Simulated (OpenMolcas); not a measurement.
**Ti2+ in a point-charge field**

Ti2+ among 8 point charges of -1 e arranged as a cube (Oh), 1.85 Å from the ion.

| Property | Result |
| --- | --- |
| Program | OpenMolcas 26.06 |
| Method | CASSCF |
| Basis | ANO-RCC-VDZP [5s4p2d1f] |
| Scalar Hamiltonian | DKH2, point nucleus |
| Active space | 2 electrons in 5 orbitals (3d) |
| State averaging | 2S+1 = 3 even, 10 roots; 2S+1 = 1 even, 15 roots |
| Spin-orbit coupling | RASSI with atomic mean-field integrals over the reference wave functions |

The lowest spin-free states (labels of O, the rotations of Oh), above the lowest:

```csv
State,Degeneracy,E (cm-1),Free-ion L (%)
3A2,1,0.0,F (100)
3T2,3,8130,F (100)
1E,2,11324,D (70)
3T1,3,13654,F (84)
1A1,1,18951,G (90)
1T2,3,19820,D (80)
1T1,3,23689,G (100)
3T1,3,23939,P (84)
1E,2,31572,G (70)
1T2,3,31901,G (80)
1A1,1,52269,S (90)
```

The lowest levels with spin-orbit coupling:

```json
{"E (cm-1)": "0.0", "Degeneracy": "3", "Label": "T2", "2S+1": "3"}
{"E (cm-1)": "8071", "Degeneracy": "1", "Label": "A2", "2S+1": "3"}
{"E (cm-1)": "8103", "Degeneracy": "3", "Label": "T2", "2S+1": "3"}
{"E (cm-1)": "8153", "Degeneracy": "2", "Label": "E", "2S+1": "3"}
{"E (cm-1)": "8163", "Degeneracy": "3", "Label": "T1", "2S+1": "3"}
{"E (cm-1)": "11326", "Degeneracy": "2", "Label": "E", "2S+1": "1"}
{"E (cm-1)": "13596", "Degeneracy": "3", "Label": "T2", "2S+1": "3"}
{"E (cm-1)": "13605", "Degeneracy": "2", "Label": "E", "2S+1": "3"}
{"E (cm-1)": "13723", "Degeneracy": "3", "Label": "T1", "2S+1": "3"}
{"E (cm-1)": "13780", "Degeneracy": "1", "Label": "A1", "2S+1": "3"}
{"E (cm-1)": "18958", "Degeneracy": "1", "Label": "A1", "2S+1": "1"}
{"E (cm-1)": "19818", "Degeneracy": "3", "Label": "T2", "2S+1": "1"}
{"E (cm-1)": "23688", "Degeneracy": "3", "Label": "T1", "2S+1": "1"}
{"E (cm-1)": "23877", "Degeneracy": "1", "Label": "A1", "2S+1": "3"}
{"E (cm-1)": "23916", "Degeneracy": "3", "Label": "T1", "2S+1": "3"}
{"E (cm-1)": "23976", "Degeneracy": "2", "Label": "E", "2S+1": "3"}
{"E (cm-1)": "23982", "Degeneracy": "3", "Label": "T2", "2S+1": "3"}
{"E (cm-1)": "31578", "Degeneracy": "2", "Label": "E", "2S+1": "1"}
{"E (cm-1)": "31907", "Degeneracy": "3", "Label": "T2", "2S+1": "1"}
{"E (cm-1)": "52275", "Degeneracy": "1", "Label": "A1", "2S+1": "1"}
```

Powder χT (cm3 K/mol): 0.947 at 2 K, 0.949 at 10 K, 0.959 at 50 K, 0.972 at 100 K, 0.997 at 200 K, 1.02 at 300 K. The effective moment at 300 K is 2.828 √(χT) = 2.86 μB.

The lowest level has 2S+1 = 3, for which the spin-only value is χT = S(S+1) / 2 = 1.000 cm3 K/mol (g = 2). The computed 1.023 at 300 K differs by +0.023, through orbital momentum, spin-orbit coupling and any other state in reach.

Without dynamic correlation the repulsion within the d shell is too large (B by tens of per cent), so at a given field states of lower spin stand too high. Point charges carry no covalency, so the field is a model and not that of real ligands. No measured value stands beside these numbers.
